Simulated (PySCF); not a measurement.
## Xenon: a sound run and one with changed settings

Sound run: Xe [Xe], Xe⁺ [Kr] 4d10 5s2 5p5. Computed with PySCF 2.14 in def2-TZVP with the def2 core potential (28 electrons), with a scalar-relativistic core potential. The sound run starts from symmetry-adapted Hartree-Fock orbitals and uses a fine grid where one is needed.

Changed run: basis STO-3G, all-electron and non-relativistic. This setting is unsound on purpose.

```tsv
species	method	sound run (hartree)	changed run (hartree)	converged
Xe	UHF	-328.29839	-7162.10421	yes
Xe	M06-2X	-329.29424	-7164.54093	yes
Xe	B3LYP	-329.46649	-7164.29057	yes
Xe⁺	UHF	-327.87704	-7161.76014	yes
Xe⁺	M06-2X	-328.84337	-7164.15566	yes
Xe⁺	B3LYP	-329.00960	-7163.90585	yes
```

Ionisation energy of Xe:

```json
{"method": "UHF", "sound run (eV)": "11.466", "changed run (eV)": "9.363"}
{"method": "M06-2X", "sound run (eV)": "12.269", "changed run (eV)": "10.484"}
{"method": "B3LYP", "sound run (eV)": "12.432", "changed run (eV)": "10.469"}
```

A minimal basis cannot let orbitals breathe on ionisation and holds almost no correlation. The Hamiltonian changed with the basis, so the totals do not compare.

For comparison, NIST gives 12.130 eV between the lowest levels.
